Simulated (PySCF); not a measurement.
# UHF on O²⁺ (oxygen, charge +2)

Configuration: [He] 2s1 2p3, high-spin 5S determinant (an excited configuration). Calculation: PySCF 2.14, in aug-cc-pCVTZ-DK with one added diffuse shell each of s, p, d, f type (8s7p5d3f, 75 functions); scalar relativity by spin-free X2C-1e.

```json
{
 "Total energy": "-72.948376 hartree",
 "One-electron energy": "-92.4341 hartree",
 "Hartree (Coulomb) energy": "27.1452 hartree",
 "Exchange energy": "-7.6595 hartree",
 "⟨S²⟩": "6.0000",
 "⟨L²⟩": "0.000",
 "Sum of ⟨r⟩": "4.361 bohr",
 "Sum of ⟨r²⟩": "4.902 bohr²",
 "Langevin diamagnetic susceptibility": "-3.88 ×10⁻⁶ cm³/mol"
}
```

```csv
shell,electrons,mean orbital energy (eV),"rms radius, mean of both spins (bohr)"
1s α,1,-606.83,0.230
1s β,1,-600.18,0.230
2s α,1,-77.077,1.09
2p α,3,-56.900,1.10
```

Spin-orbit constants ζ (cm⁻¹) from the X2C one-electron operator on these orbitals: bare nucleus, nucleus screened by l(l+1)(2l+1)/3 electrons, and screened by the Breit-Pauli mean field of the electrons.

```csv
shell,bare,screened nucleus,mean field
2p,324.7,243.5,211.1
```
